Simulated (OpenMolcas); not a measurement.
## What dynamic correlation does to the levels of Ti III

| Property | Result |
| --- | --- |
| Program | OpenMolcas |
| Basis | ANO-L-VTZP [6s5p3d2f1g] |
| Scalar Hamiltonian | non-relativistic, point nucleus |
| Active space | 2 electrons in 6 orbitals (3d 4s) |
| State averaging | 2S+1 = 3 even, 15 roots; 2S+1 = 1 even, 20 roots kept (CI in the orbitals of an earlier block) |
| Spin-orbit coupling | state interaction with AMFI integrals over the reference wave functions, term energies averaged over their components |

Methods on the same reference wave functions:
A. CASSCF
B. SS-CASPT2, IPEA 0.25 Eh, imaginary shift 0.1 Eh (closed shells correlated: 3s 3p)
C. MS-CASPT2, IPEA 0.25 Eh, imaginary shift 0.1 Eh (closed shells correlated: 3s 3p)

Energies in cm⁻¹ above 3d² ³F₂, the measured ground level; measured values from Corliss and Sugar, J. Phys. Chem. Ref. Data 8, 1 (1979).

```tsv
Level	A	B	C	Measured
3d² ³F₂	0.0	0.0	0.0	0.0
3d² ³F₃	205	206	206	185
3d² ³F₄	472	473	473	420
3d² ¹D₂	11435	8330	8300	8474
3d² ³P₀	13765	11210	11210	10538
3d² ³P₁	13836	11280	11280	10604
3d² ³P₂	13985	11430	11430	10721
3d² ¹G₄	17908	14840	14840	14398
3d 4s ³D₁	41165	38380	38380	
3d 4s ³D₂	41294	38510	38510	38199
3d 4s ³D₃	41500	38720	38720	38426
3d² ¹S₀	43389	33040	33040	32476
3d 4s ¹D₂	46712	41500	41530	41704
```

Deviations, from unrounded energies. A percentage is the sum of absolute deviations over the sum of measured energies, with the sign that they share, or ± where signs differ.

```
                        Against measurement  Levels      A      B      C
             mean absolute deviation (cm-1)      11   3500    370    370
      fine structure of the ground term (%)       2  +11.8  +12.2  +12.2
other terms of the ground configuration (%)       6  +31.1   ±3.7   ±3.7
                   other configurations (%)       3   +9.4   ±0.7   ±0.7
```

B, C lie about equally close to measurement and A furthest from it. The largest miss of B in the table is 3d² ³P₂, by +710 cm-1. The ranking rests on the paired levels alone, and a cruder setting can come out closer through cancelling errors.

Between B and C the level of the table that moves most is 3d 4s ¹D₂, by 30 cm-1 (lowest in B, highest in C). Moves below CASPT2's spread within the term are not significant.

The two smallest mean deviations differ by little beside CASPT2's spread within terms, so their order carries little weight.

From A to B the spin-free energies of the other terms of 3d² shown, above ³F, scale by factors of 0.72 to 0.83, as is usual when dynamic correlation screens the repulsion within a d or f shell.

The lowest spin-free term lies below A's lowest term by 0.227 hartree in B, 0.227 hartree in C.

CASPT2 breaks the degeneracy within a term, and the mean is taken; among the terms shown or strongly mixed into the levels shown the widest spread is 660 cm-1 (3d² ³F, C). Terms from blocks run as CI alone lack orbitals of their own. A single d shell beside an s shell can misplace configurations of different d count against each other. Without dynamic correlation excited terms often stand tens of per cent too high (terms of higher spin than the ground term too low), and those without a measured partner can miss by more than the paired ones (holds for A). Computed and measured levels are paired by configuration, term and J; levels that our copy of the source lacks, or whose pairing is in doubt (as where it misses far off the trend of its configuration), stay unpaired and out of the deviations. Only configurations of the active space appear.
